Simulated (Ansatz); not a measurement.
Ideal-gas functions of `S[SiH2][GeH3]` at 800 K and 1 bar, from an Ansatz frequency run at PBE0-D4/def2-TZVP.

Molar mass 138.81 g/mol, point group C1 (symmetry number 1), electronic degeneracy 1, moments of inertia 52.092, 350.912, 388.551 u Å². Harmonic wavenumbers (cm⁻¹, unscaled): 90, 103, 181, 343, 348, 457, 508, 527, 644, 751, 794, 846, 879, 883, 929, 2139, 2147, 2159, 2209, 2236, 2708.

Use S(trans) = R[1.5 ln M + 2.5 ln T − 1.1517]; rotational temperatures θ = 24.2544 K / I; S(rot) = R[ln(√π/σ · √(T³/θAθBθC)) + 1.5]; for each mode x = 1.438777 ν̃/T, S = R[x/(eˣ − 1) − ln(1 − e⁻ˣ)] and H = RT x/(eˣ − 1); 1 cm⁻¹ = 0.0119627 kJ/mol; R = 8.31446 J/(mol·K).

Q: By hand: the entropy, in J/(mol·K).

A: Translation 190.9. Rotation: θ = 0.4656, 0.0691, 0.0624 K, giving 126.4. Vibration, mode by mode: 23.46, 22.35, 17.68, 12.46, 12.35, 10.18, 9.35, 9.06, 7.54, 6.42, 6.02, 5.58, 5.32, 5.29, 4.95, 0.88, 0.87, 0.85, 0.79, 0.76, 0.38, in all 162.5. Electronic 0.0. Sum 479.8 J/(mol·K).

Q: By hand: H − E and G − E in kJ/mol, counted from the electronic energy.

A: Zero-point energy ½ × 21881 × 0.0119627 = 130.9; thermal vibration 63.2; translation, rotation and pV give 4 RT = 26.6. H − E = 220.7 kJ/mol, and G − E = 220.7 − 800 × 479.8/1000 = -163.1 kJ/mol.

Vibration gives 34 % of the entropy, 45.8 J/(mol·K) of it from the modes under 150 cm⁻¹: soft modes count most, and the harmonic formula is weakest for them. The sum counts one conformer and one mirror image; others add a mixing term.
